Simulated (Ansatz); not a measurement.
One change: `C[BH][Al]([CH3])[F]` becomes `C#[C][Al]([CH3])[F]`.

Ansatz, PBE0-D4/def2-TZVP geometries, multiplicity 1. Each molecule was computed in one conformer, which needn't be the lowest.

```csv
property,`C[BH][Al]([CH3])[F]`
HOMO–LUMO gap (PBE0/def2-TZVPP) / eV,5.21
size of the dipole moment (B3LYP/def2-TZVPP) / D,2.21
LUMO energy (PBE/def2-TZVPP) / eV,-2.80
HOMO energy (B3LYP/def2-TZVPP) / eV,-6.85
size of the dipole moment (PBE/def2-TZVPP) / D,2.23
LUMO energy (PBE0/def2-TZVPP) / eV,-1.82
```

Task: Give the same properties after the change, and the shifts. (Estimate.)

Result: Computed: 
```
                                        property  `C#[C][Al]([CH3])[F]`  shift
            HOMO–LUMO gap (PBE0/def2-TZVPP) / eV                   7.15   1.94
size of the dipole moment (B3LYP/def2-TZVPP) / D                   1.94  -0.27
               LUMO energy (PBE/def2-TZVPP) / eV                  -1.99   0.81
             HOMO energy (B3LYP/def2-TZVPP) / eV                  -8.06  -1.21
  size of the dipole moment (PBE/def2-TZVPP) / D                   1.90  -0.33
              LUMO energy (PBE0/def2-TZVPP) / eV                  -1.17   0.65
```

With PBE0 the HOMO falls by 1.29 eV and the LUMO rises by 0.65 eV, so the gap widens by about 1.94 eV. PBE moves the HOMO by -1.25 eV and ωB97M-V by -1.42 eV. Dipoles are sizes alone; their direction can turn.

B3LYP here is the variant with VWN-RPA as its local correlation; programs differ in this.
